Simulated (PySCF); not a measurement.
Molecule: Nitrosobenzene, C6H5NO.

Bonds (- single, = double, # triple, : aromatic): O1=N2 1.202 Å, N2-C3 1.434 Å, C3:C4 1.396 Å, C4:C5 1.392 Å, C5:C6 1.395 Å, C6:C7 1.400 Å, C7:C8 1.387 Å, C8:C3 1.400 Å. C4 carries H9; C5 carries H10; C6 carries H11; C7 carries H12; C8 carries H13.

Geometry PBE0-D3(BJ)/def2-SVP throughout; GIAO in PySCF 2.14.0 with density-fitted response routines, gas phase, one conformer, non-relativistic; equivalent atoms averaged; basis pcSseg-1.

Task: How do the absolute shieldings σ depend on the functional? (ppm; last column core-seconds on shared hosts with different chips, so compare them loosely)

Result: 
| functional | kind | O1 | N2 | C3 | C6 | C5/C7 | C4/C8 | H10/H12 | H11 | H9/H13 | core-s |
| --- | --- | --- | --- | --- | --- | --- | --- | --- | --- | --- | --- |
| BP86 | GGA | -1602.9 | -817.4 | 31.3 | 40.3 | 46.2 | 59.0 | 23.43 | 23.63 | 23.80 | 41 |
| KT3 | GGA | -1213.5 | -617.5 | 39.4 | 52.8 | 58.8 | 68.5 | 23.76 | 23.92 | 23.82 | 27 |
| B97-D | GGA | -1471.0 | -754.1 | 32.3 | 43.9 | 50.0 | 61.0 | 23.72 | 23.88 | 23.93 | 26 |
| PBE0 | global hybrid | -1719.5 | -895.7 | 23.7 | 42.7 | 49.8 | 60.3 | 23.36 | 23.45 | 23.33 | 20 |
| mPW1PW91 | global hybrid | -1693.7 | -886.4 | 22.3 | 41.7 | 49.0 | 59.1 | 23.44 | 23.52 | 23.37 | 28 |
| WP04 | global hybrid | -1422.1 | -778.3 | 7.3 | 30.3 | 38.4 | 46.1 | 24.06 | 24.08 | 23.77 | 29 |
| B97-2 | global hybrid | -1590.6 | -829.0 | 26.5 | 45.1 | 52.2 | 61.8 | 23.56 | 23.65 | 23.49 | 27 |
| BHandHLYP | global hybrid | -1715.0 | -933.2 | 14.0 | 39.7 | 48.4 | 55.6 | 23.63 | 23.64 | 23.20 | 28 |
| wB97X-D | range-separated hybrid | -1720.3 | -913.6 | 19.8 | 41.8 | 49.5 | 58.7 | 23.49 | 23.53 | 23.30 | 36 |

Task: Which nucleus moves most, in ppm?

Result: O1 (oxygen bonded to N): from -1720.3 ppm with wB97X-D to -1213.5 ppm with KT3. The smallest spread is 0.62 ppm, at H11. Proton shifts span only some 12 ppm, so a few tenths of a ppm matter as much there as several ppm in carbon.
